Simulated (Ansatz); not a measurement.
`N[SiH](N)[Ga]([F])[Cl]` + NH₃ → `[NH2][Ga]([F])[Cl]` + `N[SiH2]N`  (cleavage of the Ga–Si bond)

Gas-phase electronic energies from Ansatz, PBE0-D4/def2-TZVP geometries. CCSD(T)/CBS adds triple-zeta CCSD(T) − MP2 to the extrapolated MP2 energy (def2 sets, frozen cores). This one scheme is used for every species. Functionals use def2-TZVPP. B3LYP here is the variant with VWN-RPA as its local correlation; programs differ in this. HSE06 is defined as in plane-wave codes. For Ga outer-core shells are correlated without core-valence functions, which leaves a few kJ/mol of doubt a bond. Scalar relativity is left out up to krypton. One conformer a species, not always the lowest.

```csv
level,ΔE (kcal/mol),difference from CCSD(T)/CBS
LDA (SPW92),2.2,4.3
PBE-D4,4.2,6.3
revPBE-D4,4.1,6.2
BLYP-D4,3.2,5.3
B97M-V,0.5,2.6
PBE0-D4,1.7,3.8
B3LYP-D4,1.2,3.3
r2SCANh-D4,-0.3,1.8
r2SCAN0-D4,-1.1,1.0
HSE06-D4,1.7,3.8
BHLYP-D4,-1.3,0.8
ωB97X-V,-2.1,0.0
ωB97M-V,-1.1,1.0
B2PLYP,-2.4,-0.3
PBE-QIDH,-2.7,-0.6
PBE,3.1,5.2
revPBE,2.9,5.0
BLYP,1.2,3.3
r2SCAN,-0.2,1.9
PBE0,0.6,2.7
r2SCANh,-0.8,1.3
r2SCAN0,-1.5,0.6
HSE06,0.6,2.7
CAM-B3LYP,-2.8,-0.7
LC-ωPBE,-2.9,-0.8
RPA@PBE/def2-TZVPP,-3.3,-1.2
HF/def2-SVP,-7.9,-5.8
MP2/def2-SVP,-7.7,-5.6
CCSD/def2-SVP,-6.7,-4.6
CCSD(T)/def2-SVP,-6.2,-4.1
MP2/def2-TZVPP,-4.5,-2.4
SCS-MP2/def2-TZVPP,-5.2,-3.1
CCSD/def2-TZVPP,-4.1,-2.0
CCSD(T)/def2-TZVPP,-3.3,-1.2
HF/def2-QZVPP,-7.9,-5.8
MP2/def2-QZVPP,-3.8,-1.7
SCS-MP2/def2-QZVPP,-4.8,-2.7
HF/CBS(def2),-8.0,-5.9
MP2/CBS(def2),-3.2,-1.1
CCSD/CBS(def2),-2.8,-0.7
CCSD(T)/CBS,-2.1,0
```

Largest T1 diagnostic among the species: 0.013.

From BLYP to BHLYP (50 % exact exchange), in def2-TZVPP and without D4, ΔE moves by −4.7 kcal/mol. At CCSD(T), def2-SVP lies −4.1 kcal/mol from the extrapolated value and def2-TZVPP −1.2 kcal/mol. In def2-TZVPP, CCSD(T) changes the Hartree–Fock value by +4.3 kcal/mol (the triples alone add +0.7 kcal/mol) and MP2 by +3.1 kcal/mol.
